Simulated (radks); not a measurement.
Spherical quantum dot in the effective-mass picture: electrons in a hard-walled sphere of radius 8.56, all in effective atomic units (hartree* = m*/eps^2 hartree, bohr* = eps/m* bohr), one dielectric constant everywhere. Calculated with a radial shooting solver with Libxc functionals: non-relativistic Kohn-Sham, PBEsol, spin-polarised, spherical densities. Levels are named by radial order and angular momentum (1s, 1p, 1d, 2s, ...), and open shells are averaged over m.

N = 9, configuration 1s2 1p6 1d(up 1, down 0). This is the lowest configuration that the search found. Occupied levels:

level,occupation,eigenvalue (hartree*),<r> (bohr*)
1s up,1,1.3147,5.826
1s down,1,1.3219,5.798
1p up,3,1.3491,6.002
1p down,3,1.3568,5.984
1d up,1,1.4103,6.174

Energy (hartree*): total 6.36409, kinetic 1.5661, external 0, Hartree 6.2260, exchange-correlation -1.4280.

Electron density:

r (bohr*),n(r) (e/bohr*^3)
0.456,0.0002799
1.09,0.0003979
1.74,0.0006547
2.37,0.001105
3.01,0.001816
3.65,0.002841
4.29,0.004154
4.93,0.005548
5.57,0.006547
6.21,0.006488
6.85,0.004954
7.49,0.002402
8.12,0.0004126
